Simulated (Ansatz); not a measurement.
Cost and result for the atomization energy of C₂H₇AlBF (`CB(F)[CH2][AlH2]`) (12 atoms, 11 bonds).

```xyz
12

C     1.663    0.298   -0.711
B     0.578   -0.695   -0.176
F     0.502   -1.892   -0.788
C    -0.429   -0.407    0.951
Al   -2.037    0.455    0.227
H     1.535    1.322   -0.358
H     2.649   -0.045   -0.374
H     1.702    0.300   -1.805
H    -0.038    0.338    1.654
H    -0.762   -1.306    1.476
H    -3.431   -0.300    0.254
H    -1.933    1.931   -0.350
```

The species carries charge 0 and has multiplicity 1. All single points use the PBE0-D4/def2-TZVP geometry. It is one conformer, not always the lowest. Program: Ansatz. All runs use 4 threads of an AMD EPYC 7B13 on a shared host. Times are those of one run each, without the atoms' runs, and a repeat can differ threefold. Electronic energies, without spin–orbit coupling; frozen cores. CCSD(T)/CBS adds CCSD(T) − MP2 in def2-TZVPP to the MP2 limit, and its time is that of the two runs behind it. T1 = 0.012. B3LYP takes the VWN-RPA correlation (the form of Gaussian; ORCA's B3LYP/G).

CCSD(T)/CBS is a level of theory with its own doubt, some kJ/mol a heavy atom from the limit and from the frozen cores, so smaller differences don't rank the functionals.

```csv
level,functions,wall time
LDA (SPW92)/def2-TZVPP,264,1.1 s
PBE-D4/def2-TZVPP (with forces),264,2.1 s
PBE0-D4/def2-TZVPP,264,2.5 s
r2SCAN-D4/def2-TZVPP (with forces),264,3.7 s
B3LYP-D4/def2-TZVPP (with forces),264,3.8 s
r2SCANh-D4/def2-TZVPP,264,3.9 s
CCSD(T)/def2-SVP,109,4 s
B2PLYP/def2-TZVPP,264,4.5 s
PBE-QIDH/def2-TZVPP,264,4.7 s
ωB97X-V/def2-TZVPP,264,6 s
MP2/def2-QZVPP,508,19 s
CCSD(T)/def2-TZVPP,264,100 s
CCSD(T)/CBS(def2),–,2 min
```

Task: What atomization energy does each give, and how far from CCSD(T)/CBS? (Best estimate.)

Result: Ansatz gave: 
```tsv
level	atomization (kJ/mol)	difference from CCSD(T)/CBS	per bond
LDA (SPW92)/def2-TZVPP	5016.2	562.1	51.1
PBE-D4/def2-TZVPP (with forces)	4513.0	58.9	5.4
PBE0-D4/def2-TZVPP	4466.9	12.8	1.2
r2SCAN-D4/def2-TZVPP (with forces)	4488.4	34.3	3.1
B3LYP-D4/def2-TZVPP (with forces)	4463.2	9.1	0.8
r2SCANh-D4/def2-TZVPP	4468.8	14.7	1.3
CCSD(T)/def2-SVP	4280.6	-173.5	-15.8
B2PLYP/def2-TZVPP	4422.7	-31.4	-2.9
PBE-QIDH/def2-TZVPP	4448.9	-5.2	-0.5
ωB97X-V/def2-TZVPP	4471.1	17.0	1.5
MP2/def2-QZVPP	4478.4	24.3	2.2
CCSD(T)/def2-TZVPP	4361.6	-92.5	-8.4
CCSD(T)/CBS(def2)	4454.1	0.0	0.0
```

From BLYP to BHLYP (50 % exact exchange), in def2-TZVPP and without D4, the atomization energy moves by −38.1 kJ/mol: exact exchange takes away binding that semilocal exchange gives to molecules. In def2-TZVPP, CCSD(T) changes the Hartree–Fock value by +909.3 kJ/mol (the triples alone add +48.9 kJ/mol) and MP2 by +971.4 kJ/mol; breaking electron pairs costs correlation energy, which Hartree–Fock lacks. Leaving LDA and LC-ωPBE aside and taking each functional with its dispersion term where it has one, the values, not all of them listed here, spread over 136.2 kJ/mol, from BHLYP-D4 to PBE-D4. LDA lies +524.1 kJ/mol from PBE without D4, its usual overbinding.
